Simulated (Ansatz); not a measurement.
```yaml
crystal:
  periodic: [false, false, false]
  atoms:
    - {symbol: S, position_ang: [-1.483565, 0.693844, -0.788339]}
    - {symbol: C, position_ang: [-0.375801, 0.120995, 0.455053]}
    - {symbol: B, position_ang: [1.012377, -0.429994, 0.222951]}
    - {symbol: O, position_ang: [0.057147, -1.332506, 0.388104]}
    - {symbol: H, position_ang: [-0.582120, 0.915039, -1.758974]}
    - {symbol: H, position_ang: [-0.738974, 0.365532, 1.447954]}
    - {symbol: H, position_ang: [2.172335, -0.400910, -0.012450]}
basis:
  gaussian: {orbitals: cc-pVTZ}
total_charge: 1
magnetization: {spin_polarized: true, initial_magnetization: 5}
hamiltonian: {xc: {name: wB97X-V}}
output: {forces: true}
```

```sh
$ ansatz run in.yaml --threads 2 --pin off --events-out ev --progress --plain --max-ram 4352MiB
```

Output, abridged:

```
Functional definition: wB97X-V
1007 factors; their error is unknown
213 factors; integrals over basis functions are off by at most 1.1e-5 eV
mean field evaluation 1: about -14600.0585 eV, gradient 6.2e1 eV
mean field evaluation 2: about -14482.1753 eV, gradient 1.5e2 eV
mean field evaluation 4: about -14618.1120 eV, gradient 1.6e1 eV
mean field evaluation 8: about -14619.8193 eV, gradient 8.3e-1 eV
mean field evaluation 16: about -14619.8781 eV, gradient 4.0e-2 eV
mean field evaluation 32: about -14619.8783 eV, gradient 1.8e-4 eV
mean field -14619.87832560 eV, -537.2706187562 hartree, gradient 2.9e-5 eV, S^2 8.762469; 4 other end points of the search recorded, 0 dependent functions left out
reference -14619.87832584 eV, -537.2706187651 hartree; 21, 16 occupied and 145, 150 virtual orbitals, 1007 factors
Total energy: -14619.87832584 eV, -537.2706187651 hartree
Atom 0 at    -1.483565     0.693844    -0.788339 Å, force    -1.334934     0.658946    -1.070342 eV/Å
Atom 1 at    -0.375801     0.120995     0.455053 Å, force    -4.830555     9.348845     1.240082 eV/Å
Atom 2 at     1.012377    -0.429994     0.222951 Å, force     7.792877     2.692903    -1.047889 eV/Å
Atom 3 at     0.057147    -1.332506     0.388104 Å, force    -1.843255   -14.645015     0.775673 eV/Å
Atom 4 at    -0.582120     0.915039    -1.758974 Å, force     0.275979     0.535190    -0.330556 eV/Å
Atom 5 at    -0.738974     0.365532     1.447954 Å, force     0.052662     0.768190     0.607966 eV/Å
Atom 6 at     2.172335    -0.400910    -0.012450 Å, force    -0.112774     0.640941    -0.174934 eV/Å
Dipole moment:    -0.282741     0.329571    -0.228826 e Å
```

**Question.** What is wrong with this run?

**Answer.** The spin is set far too high for this molecule. The run converged. The result belongs to that input, not to the molecule as meant.
